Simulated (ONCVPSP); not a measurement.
# Potentials for titanium compared

Generated with ld1.x 7.5 (TM, RRKJ, ultrasoft, PAW), atompaw 4.2 or ONCVPSP 4.0.1. The cutoff is in Ry: for ld1.x and atompaw files where the sum of valence levels is converged to 10 mRy in a Bessel basis, for ONCV files where the hardest occupied wave has 1 mHa per electron of residual kinetic energy. The error is the largest all-electron minus pseudo excitation energy over each file’s own four to seven test configurations (ionisations up to +4, promotions, holes and added fractions of an electron), all of which were solved. The labels leave out finer settings (local radius, basis sizes, second energies), which also bear on the numbers. Spin-polarised tests are not counted. The rows are a selection from randomly drawn settings: files with unsolved tests, undetermined cutoffs or missed reference levels are left out.

```tsv
potential	cutoff (Ry)	largest error (meV)	bound ghosts
ONCV, PBEsol, scalar-relativistic, rc 2.00/1.35/1.35 (spd), local d, core correction yes, reference 3s2 3p6 3d2 4s2, qcut 6.3/8.3/13.9, projectors 2/2/0	113	-307	none
ONCV, LDA (Perdew-Wang 92), scalar-relativistic, rc 2.50/2.10/2.55 (spd), local smoothed, core correction yes, reference 3p6 3d2 4s1 4p1, qcut 2.9/6.7/5.8, projectors 2/2/2	33	+102	none
ONCV, PBE, scalar-relativistic, rc 2.70/1.50/1.60 (spd), local smoothed, core correction yes, reference 3p6 3d2 4s2, qcut 2/8.6/12, projectors 2/2/2	86	+70	none
ONCV, LDA (Perdew-Wang 92), fully relativistic, rc 1.20/1.65/1.40/1.25 (spdf), local smoothed, core correction yes, reference 3s2 3p6 3d2, qcut 7.9/7.5/12.4/10.3, projectors 1/2/2/1	100	+539	none
ONCV, PBE, scalar-relativistic, rc 1.55/1.60/2.20/2.35 (spdf), local smoothed, core correction yes, reference 3s2 3p6 3d2 4s2, qcut 7.3/7.2/7.8/4.5, projectors 2/2/1/2	43	+101	none
ONCV, PBE, scalar-relativistic, rc 1.65/1.80/1.90 (spd), local smoothed, core correction yes, reference 3s2 3p6 3d2 4s1.75 4p0.25, qcut 6/6.5/8.1, projectors 2/2/2	53	+23	none
ONCV, LDA (Perdew-Wang 92), scalar-relativistic, rc 2.00/1.40/2.45 (spd), local smoothed, core correction yes, reference 3s2 3p6 3d2 4s1, qcut 7.1/11.3/7.4, projectors 2/3/2	39	+227	none
```

**Question.** Fill in the row for Ti: ONCV, PBE, scalar-relativistic, rc 1.55/1.65/1.35 (spd), local smoothed, core correction yes, reference 3s2 3p6 3d2 4s2, qcut 6.6/7.6/9.5, projectors 2/3/1.

**Answer.** cutoff 83 Ry, largest error -173 meV, bound ghosts: none.
